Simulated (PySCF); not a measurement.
PySCF 2.14 output of a UHF calculation on a single atom or ion in jorge-DZP-DKH (7s4p1d, 24 functions), with scalar relativity by spin-free X2C-1e:

```
SCF conv_tol = 1e-09
number electrons alpha = 7  beta = 6
cycle= 1 E= -396.149502422459  delta_E= -0.00436  |g|= 0.0251  |ddm|= 0.0739
cycle= 2 E= -396.14999012145  delta_E= -0.000488  |g|= 0.00845  |ddm|= 0.0249
cycle= 3 E= -396.150052343057  delta_E= -6.22e-05  |g|= 0.000132  |ddm|= 0.0127
cycle= 4 E= -396.150052356887  delta_E= -1.38e-08  |g|= 1.6e-05  |ddm|= 0.000262
cycle= 5 E= -396.15005235706  delta_E= -1.73e-10  |g|= 2.08e-06  |ddm|= 4.42e-05
converged SCF energy = -396.15005235706  <S^2> = 0.75859559  2S+1 = 2.0085772
```

The run itself started from symmetry-adapted Hartree-Fock orbitals and held the occupation by maximum overlap, so the iterations belong to that start.

**Question.** Which element, charge and spin multiplicity is this?

**Answer.** S³⁺ (sulfur, charge +3), multiplicity 2; the state was [Ne] 3s2 3p1, 2P determinant.
